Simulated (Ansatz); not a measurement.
Mulliken charges of BrCuF₃P (`F[P+](F)(F)[Cu-][Br]`) from PBE/def2-TZVPP in Ansatz (PBE0-D4/def2-TZVP geometry).

```csv
atom,x (Å),y (Å),z (Å),charge (e)
F1,0.698,-0.800,1.679,-0.160
P2,0.418,-0.555,0.179,0.979
F3,-0.040,-1.972,-0.237,-0.160
F4,1.864,-0.576,-0.366,-0.160
Cu5,-0.827,1.096,-0.352,-0.118
Br6,-2.113,2.808,-0.903,-0.382
```

Question: By hand: the dipole of these point charges (1 e Å = 4.8032 D).

Answer: Σ q r = (0.910, -1.210, 0.390) e Å, of length 1.563 e Å = 7.51 D.

Question: How does the dipole of the full density compare? (Best estimate.)

Answer: The calculation gave: (0.542, -0.721, 0.232) e Å, 4.47 D; the point charges give 1.68 times that, at 0° from its direction.

Point charges leave out the atoms' own dipoles, such as those of lone pairs, and Mulliken's split depends on the basis, so the two needn't agree.
